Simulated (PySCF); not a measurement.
CsBr, SMILES [Br][Cs]. Atoms are numbered in the order given.

```xyz
2

Cs     0.0000     0.0000    -1.2078
Br     0.0000     0.0000     1.8980
```
Charge 0, spin multiplicity 1.

Coordinates come from a PBE0-D3(BJ)/def2-TZVPD optimisation. The def2 effective core potentials stand for the cores of Cs; spin–orbit coupling is left out.

All values below come from C-PCM-ωB97X/def2-TZVPD (PySCF).

The values are the electrostatic part of the solvation free energy, E(continuum) − E(gas) at the gas-phase geometry, in a cavity of scaled van der Waals radii (PySCF's table); cavitation and dispersion terms are not included. A continuum can't describe solvent molecules that bind to the metal. In vacuum the orbital gap is 7.92 eV. The dipole moment in vacuum is 11.36 D.

Estimate the values in water (ε = 78.36), methanol (ε = 32.61), chlorobenzene (ε = 5.70). (Estimate from the structure and the level; the computed values follow.)


| solvent | ε | ΔG(elec) (kcal/mol) | dipole (D) | gap (eV) |
|---|---|---|---|---|
| water | 78.36 | -16.1 | 13.19 | 9.80 |
| methanol | 32.61 | -15.8 | 13.16 | 9.77 |
| chlorobenzene | 5.70 | -13.1 | 12.85 | 9.46 |
